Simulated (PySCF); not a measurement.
## Ti²⁺: excitation energy

Ti²⁺ [Ar] 3d2 (3F) → Ti²⁺ [Ar] 3d1 4s1 (3D), as a difference of total energies. Calculation: PySCF 2.14, in aug-cc-pVTZ-DK; the spin-free X2C one-electron Hamiltonian (Gaussian nucleus). Correlated levels: valence: [Ar] frozen. The calculations carry no spin-orbit coupling.

| method | excitation energy (cm⁻¹) |
| --- | --- |
| UHF | 36662 |
| LDA | 38372 |
| PBE | 39063 |
| PBE0 | 39709 |
| r2SCAN | 41615 |
| M06-L | 44998 |
| LC-wPBE | 41811 |
| r2SCANh | 41474 |
| wB97X | 42012 |
| MP2 (valence) | 36931 |
| SCS-MP2 (valence) | 36752 |
